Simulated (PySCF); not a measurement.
Correlation energy of Co⁺ (cobalt, charge +1)

[Ar] 3d8, high-spin 3F determinant. Computed with PySCF 2.14 in dyall-av2z (16s12p7d2f, 101 functions), with the non-relativistic Hamiltonian (point nucleus). Frozen: [Ar]; 8 electrons correlated; the 33 highest virtual orbitals of each spin left out.

| level | correlation energy (mhartree) |
| --- | --- |
| CCSD | -235.52 |
| (T) | -8.27 |
| CCSD(T) | -243.79 |

Diagnostics: T1 = 0.015, D1 = 0.0218, largest double amplitude 0.026.

Cost of the coupled-cluster step: about 14 core-seconds, for 8 correlated electrons.

Iterations:

```
CC2 = 0
CCSD nocc = (np.int64(5), np.int64(3)), nmo = (59, 59)
frozen orbitals [[0, 1, 2, 3, 4, 5, 6, 7, 8, 68, 69, 70, 71, 72, 73, 74, 75, 76, 77, 78, 79, 80, 81, 82, 83, 84, 85, 86, 87, 88, 89, 90, 91, 92, 93, 94, 95, 96, 97, 98, 99, 100], [0, 1, 2, 3, 4, 5, 6, 7, 8, 68, 69, 70, 71, 72, 73, 74, 75, 76, 77, 78, 79, 80, 81, 82, 83, 84, 85, 86, 87, 88, 89, 90, 91, 92, 93, 94, 95, 96, 97, 98, 99, 100]]
max_cycle = 100
direct = 0
conv_tol = 1e-08
conv_tol_normt = 1e-06
diis_space = 8
diis_start_cycle = 0
Init t2, MP2 energy = -0.253503533645444
Init E_corr(UCCSD) = -0.253503533674402
cycle = 1  E_corr(UCCSD) = -0.22717530953137  dE = 0.0263282241  norm(t1,t2) = 0.0791037
cycle = 2  E_corr(UCCSD) = -0.237112183941088  dE = -0.00993687441  norm(t1,t2) = 0.0310588
cycle = 3  E_corr(UCCSD) = -0.235199447925586  dE = 0.00191273602  norm(t1,t2) = 0.0188731
cycle = 4  E_corr(UCCSD) = -0.235256338938426  dE = -5.68910128e-05  norm(t1,t2) = 0.00437346
cycle = 5  E_corr(UCCSD) = -0.235498506173481  dE = -0.000242167235  norm(t1,t2) = 0.00173566
cycle = 6  E_corr(UCCSD) = -0.235533085061434  dE = -3.4578888e-05  norm(t1,t2) = 0.000750656
cycle = 7  E_corr(UCCSD) = -0.235510879729171  dE = 2.22053323e-05  norm(t1,t2) = 0.000222115
cycle = 8  E_corr(UCCSD) = -0.235514315533978  dE = -3.43580481e-06  norm(t1,t2) = 9.61522e-05
cycle = 9  E_corr(UCCSD) = -0.235517895283952  dE = -3.57974997e-06  norm(t1,t2) = 3.58016e-05
cycle = 10  E_corr(UCCSD) = -0.235516425432134  dE = 1.46985182e-06  norm(t1,t2) = 1.51936e-05
cycle = 11  E_corr(UCCSD) = -0.235516599856295  dE = -1.74424161e-07  norm(t1,t2) = 7.21143e-06
cycle = 12  E_corr(UCCSD) = -0.2355167302295  dE = -1.30373205e-07  norm(t1,t2) = 3.85233e-06
cycle = 13  E_corr(UCCSD) = -0.235516640742557  dE = 8.94869433e-08  norm(t1,t2) = 2.31459e-06
cycle = 14  E_corr(UCCSD) = -0.235516718048975  dE = -7.73064183e-08  norm(t1,t2) = 9.10236e-07
cycle = 15  E_corr(UCCSD) = -0.235516730995799  dE = -1.29468237e-08  norm(t1,t2) = 4.60693e-07
cycle = 16  E_corr(UCCSD) = -0.235516714728194  dE = 1.62676045e-08  norm(t1,t2) = 2.31904e-07
cycle = 17  E_corr(UCCSD) = -0.235516719399574  dE = -4.67137978e-09  norm(t1,t2) = 7.84424e-08
UCCSD converged
E(UCCSD) = -1381.351443736124  E_corr = -0.235516719399574
UCCSD(T) correction = -0.00827114202067101
```
